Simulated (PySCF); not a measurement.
Isomers of C6H8N4.

All values: PBE0/pcSseg-1 (PySCF) at GFN2-xTB geometries, gas phase, one conformer each.

**Question.** Rank by HOMO–LUMO gap, lowest first.
A. `[CH3:1][CH2:2][n:3]1[n:4][n:5][c:6]([CH3:7])[c:8]1[C:9]#[N:10]` with C1–C2–N3–N4 -107°
B. `[CH3:1][CH:2]([CH3:3])[n:4]1[n:5][n:6][cH:7][c:8]1[C:9]#[N:10]` with C1–C2–N4–N5 -61°
C. `[CH3:1][CH2:2][n:3]1[n:4][n:5][c:6]([C:7]#[N:8])[c:9]1[CH3:10]` with C1–C2–N3–N4 -91°

**Answer.** A (6.26 eV), B (6.57 eV), C (6.97 eV).

All values together:

```tsv
SMILES	μ (D)	HOMO (eV)	LUMO (eV)	lowest IAO charge (e)	highest IAO charge (e)	lowest Hirshfeld charge (e)	highest Hirshfeld charge (e)
CCn1nnc(C#N)c1C	7.69	-7.76	-0.79	-0.439 (C)	+0.180 (H)	-0.213 (N)	+0.074 (C)
CC(C)n1nncc1C#N	2.31	-8.16	-1.59	-0.425 (C)	+0.187 (H)	-0.199 (N)	+0.076 (C/H)
CCCn1cc(C#N)nn1	7.32	-8.08	-1.07	-0.423 (C)	+0.190 (H)	-0.207 (N)	+0.082 (H)
CCn1nnc(C)c1C#N	1.44	-7.81	-1.55	-0.440 (C)	+0.177 (H)	-0.204 (N)	+0.076 (C)
```

Conformers: `[CH3:1][CH2:2][n:3]1[n:4][n:5][c:6]([C:7]#[N:8])[c:9]1[CH3:10]` with C1–C2–N3–N4 -91°; `[CH3:1][CH:2]([CH3:3])[n:4]1[n:5][n:6][cH:7][c:8]1[C:9]#[N:10]` with C1–C2–N4–N5 -61°; `[CH3:1][CH2:2][CH2:3][n:4]1[cH:5][c:6]([C:7]#[N:8])[n:9][n:10]1` with C1–C2–C3–N4 68°, C2–C3–N4–C5 84°; `[CH3:1][CH2:2][n:3]1[n:4][n:5][c:6]([CH3:7])[c:8]1[C:9]#[N:10]` with C1–C2–N3–N4 -107°.
